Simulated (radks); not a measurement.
Task: These are the eigenvalues of the occupied orbitals of an atom or ion with whole-number occupations (eV). Calculated with a radial shooting solver on a logarithmic mesh with Libxc functionals: Dirac Kohn-Sham, LB94 model potential, spin-unpolarised, spherical densities, finite nucleus; Fermi nuclear charge, rms radius of each element as measured or else 0.836 A^(1/3) + 0.57 fm.

1s1/2: -2516.363
2s1/2: -286.2468
2p1/2: -232.6553
2p3/2: -231.3313
3s1/2: -73.4039

Which element is it, and in what charge state? The configuration may be excited. Open shells, if any, fill j = l - 1/2 first.

Result: Z = 16, sulfur, charge +4: S4+ in [Ne] 3s2. The list shows which subshells hold electrons but not how many an open one holds; the 1s level, -92.475 hartree, gives Z - s = 13.6 by -(Z - s)^2/2, which with screening and relativity narrows Z to a few neighbours, and the depths of the outer levels then fix element, charge and occupations together.
